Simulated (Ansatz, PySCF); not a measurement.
F3In, SMILES [F][In+]([F])[F] (connectivity only; charge and spin as stated), charge +1, multiplicity 2. Atoms are numbered in the order given.

```xyz
4

In    -0.0963    -0.3868     0.0000
F     -0.6552     1.5660     0.0000
F     -0.5674    -2.2134     0.0000
F      1.3353     1.0540     0.0000
```
Charge +1, spin multiplicity 2.

Coordinates come from a r2SCAN-D4/def2-SVP optimisation. The def2 effective core potentials stand for the cores of In; spin–orbit coupling is left out.

Two levels are set side by side: PBE-D3(BJ)/def2-SVP (Ansatz, a first-principles code) and r2SCAN-D4/def2-SVP (Ansatz). Each level has its own optimised geometry; the coordinates shown are those of the second. Frequencies come from the Hessian of PySCF at each geometry. Differences are taken from unrounded values.

| quantity | r2SCAN-D4 | PBE-D3(BJ) | PBE-D3(BJ) minus r2SCAN-D4 |
|---|---|---|---|
| mean bond length (Å) | 1.983 | 2.004 | 0.022 |
| bond In1–F2 (Å) | 2.031 | 2.054 | 0.023 |
| bond In1–F3 (Å) | 1.886 | 1.905 | 0.019 |
| bond In1–F4 (Å) | 2.031 | 2.054 | 0.023 |
| highest harmonic wavenumber (cm⁻¹) | 706 | 677 | -30 |
| mean harmonic wavenumber (cm⁻¹) | 352 | 343 | -9 |
| zero-point energy (kcal/mol) | 3.02 | 2.95 | -0.08 |
